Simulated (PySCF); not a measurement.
# Computed structure and properties of HgCl2

System: HgCl2 (singlet); start: template (C2v). Method: PySCF 2.14.0, RKS PBE0, Hg def2-SVP with ECP60, Cl def2-SVP; non-relativistic Hamiltonian with scalar-relativistic core potentials where named; density fitting; no spin-orbit coupling.

Input of the relaxation:

```python
mol = gto.M(atom='''
Hg     0.00000     0.00000    -0.23645
Cl     2.05430    -0.00000     0.68285
Cl    -2.05430     0.00000     0.68285''',
    basis={'Hg': 'def2-SVP', 'Cl': 'def2-SVP'},
    ecp={'Hg': 'def2-SVP'},
    charge=0, spin=0)
mf = dft.RKS(mol, xc='PBE0')
mf.grids.atom_grid = (50, 194)
mf = mf.density_fit()  # fitting sets: Hg def2-universal-JKFIT, Cl def2-universal-JKFIT
mf.conv_tol = 1e-08; mf.max_cycle = 55
mf.kernel(dm0)  # dm0: converged density of the start geometry
# quasi-Newton relaxation in Cartesian coordinates to a largest gradient under 0.00045 Eh/bohr, steps kept in the point group
```

Run from Python with OMP_NUM_THREADS=2; the lines above give its settings. Where DIIS fails, smearing, a level shift and second-order steps follow.
It took 8.6 s on 2 threads of Arm Neoverse V1 (shared host), from the converged density of the start.

Course of the relaxation:

```json
{"step": "0", "energy above end (eV)": "0.8268", "largest force component within the symmetry (eV/Å)": "1.476"}
{"step": "1", "energy above end (eV)": "0.4250", "largest force component within the symmetry (eV/Å)": "1.068"}
{"step": "2", "energy above end (eV)": "0.2068", "largest force component within the symmetry (eV/Å)": "0.889"}
{"step": "3", "energy above end (eV)": "0.1248", "largest force component within the symmetry (eV/Å)": "0.867"}
{"step": "4", "energy above end (eV)": "0.0064", "largest force component within the symmetry (eV/Å)": "0.155"}
{"step": "5", "energy above end (eV)": "0.0001", "largest force component within the symmetry (eV/Å)": "0.039"}
{"step": "6", "energy above end (eV)": "0.0000", "largest force component within the symmetry (eV/Å)": "0.010"}
{"step": "7", "energy above end (eV)": "0.0000", "largest force component within the symmetry (eV/Å)": "0.000"}
```

Relaxed geometry (D∞h):

```xyz
3

Hg    0.0000    0.0000    0.3764
Cl    2.2824    0.0000    0.3764
Cl   -2.2824    0.0000    0.3764
```

```tsv
contact	Å
Hg1–Cl2 (Cl)	2.282
Hg1–Cl3 (Cl)	2.282
```

On the finer grid (75, 302):

| Quantity | Value |
| --- | --- |
| HOMO | -8.72 eV |
| LUMO | -2.39 eV |
| Dipole about the centre of mass | 0.00 D |
| Set of Mulliken populations of Hg1 outside the core potential | s 3.09, p 6.39, d 9.96, f 0.01 |
| D3(BJ) dispersion energy (not in the energies) | -0.070 eV |

```
atom  Mulliken (e)  Löwdin (e)  spin (e)
 Hg1          0.56        0.14      0.00
 Cl2         -0.28       -0.07      0.00
 Cl3         -0.28       -0.07      0.00
```

On the grid (50, 194), as all that follows. Harmonic modes: a minimum; lowest 99 cm⁻¹ (negative: unstable), highest 405 cm⁻¹, zero-point energy 0.059 eV.

Taking off one Cl (charge -1, singlet; the rest: singlet) in vacuum, both parts rigid, costs 10.29 eV; the small basis without counterpoise inflates it. Most of it is the attraction of opposite charges; other ways to part are cheaper, and one spin state was tried for the rest.

Rigid scan of Cl along the line from its metal:

```json
{"distance to Cl2 (Å)": "1.98", "energy (eV)": "1.116"}
{"distance to Cl2 (Å)": "2.08", "energy (eV)": "0.421"}
{"distance to Cl2 (Å)": "2.18", "energy (eV)": "0.090"}
{"distance to Cl2 (Å)": "2.28", "energy (eV)": "0.000"}
{"distance to Cl2 (Å)": "2.38", "energy (eV)": "0.068"}
{"distance to Cl2 (Å)": "2.48", "energy (eV)": "0.235"}
{"distance to Cl2 (Å)": "2.68", "energy (eV)": "0.726"}
{"distance to Cl2 (Å)": "2.98", "energy (eV)": "1.562"}
{"distance to Cl2 (Å)": "3.38", "energy (eV)": "2.540"}
{"distance to Cl2 (Å)": "3.88", "energy (eV)": "3.411"}
```

One start shape was tried, so this needn't be the lowest isomer.
